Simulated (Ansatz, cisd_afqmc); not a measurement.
Species: CHCl₂F, charge 0, singlet. CHCl2F (dichloro(fluoro)methane, SMILES FC(Cl)Cl).
B3LYP-D3(BJ)/def2-TZVP minimum from Ansatz (a quantum-chemistry and plane-wave program):
```xyz
5

F     -0.0882     1.5309    -0.4670
C     -0.0332     0.4421     0.3280
Cl     1.4975    -0.4133     0.0501
Cl    -1.4350    -0.5973     0.0010
H     -0.0699     0.7484     1.3681
```
Charge 0, spin multiplicity 1.

Total energies in cc-pV(Q+d)Z, 26 correlated electrons, 12 frozen orbitals. Open shells are spin-unrestricted; no spin-orbit coupling. Correlated methods leave the cores frozen. No relativity. AFQMC/CISD: phaseless, guided by CISD from CCSD amplitudes; bars are statistical, one sigma. Outlying blocks are dropped, and bars are widened where a walk drifts. Over all cases where full CI ran beside it in this data, AFQMC minus full CI had a median of +0.1 mEh and passed +0.4 mEh in a tenth of the cases.

| method | program | energy (Eh) | minus AFQMC/CISD (mEh) |
|---|---|---|---|
| HF | Ansatz | -1056.98279 | 939.4 ± 0.4 |
| MP2 | Ansatz | -1057.85255 | 69.6 ± 0.4 |
| CCSD | Ansatz | -1057.88046 | 41.7 ± 0.4 |
| CCSD(T) | Ansatz | -1057.92004 | 2.1 ± 0.4 |
| AFQMC/CISD | cisd_afqmc | -1057.9222 ± 0.0004 | 0.0 |
